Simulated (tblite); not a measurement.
Isomers of C6H12N2. Calculated harmonic vibrations of the isolated species, GFN2-xTB (tblite), most abundant isotopes, no scaling. The method is semi-empirical: single wavenumbers can be off by several per cent or more. One conformer each.

Electronic energies: GFN2-xTB at the same geometries; isomer energies are rough at this level and their order can be wrong.

| SMILES | electronic energy, lowest = 0 (kJ/mol) |
| --- | --- |
| CCC1=NN(C)CC1 | 75.1 |
| C=CCNNC1CC1 | 300.5 |
| C1CN2CCN1CC2 | 0.0 |
| CCN1C[C@H](C)C=N1 | 83.6 |

Problem. How do GFN2-xTB zero-point energies change the relative energies?

Solution. 
```csv
SMILES,ZPE (kJ/mol),of it from modes above 1550 cm⁻¹,electronic (kJ/mol),"with ZPE, lowest = 0 (kJ/mol)",lowest mode (cm⁻¹),rings
C1CN2CCN1CC2,471.9,213.1,0.0,0.0,67,3
CCC1=NN(C)CC1,456.8,224.0,75.1,59.9,38,1
CCN1C[C@H](C)C=N1,457.6,225.7,83.6,69.2,67,1
C=CCNNC1CC1,452.4,231.4,300.5,281.0,43,1
```

The zero-point energies span 19.5 kJ/mol, from `C=CCNNC1CC1` to `C1CN2CCN1CC2`. The order is unchanged.

Problem. What do entropy and thermal enthalpy add at 298.15 K and 1 bar (rigid rotor, harmonic oscillator, one conformer each)?

Solution. 
```
           SMILES  point group  symmetry number  S (J/(mol K))  H − H(0) (kJ/mol)  ZPE + H − H(0) − TS (kJ/mol)
     C1CN2CCN1CC2          D3h                6          317.7              19.12                         396.3
    CCC1=NN(C)CC1           C1                1          387.9              26.03                         367.1
CCN1C[C@H](C)C=N1           C1                1          381.1              25.43                         369.4
      C=CCNNC1CC1           C1                1          399.6              26.66                         360.0
```
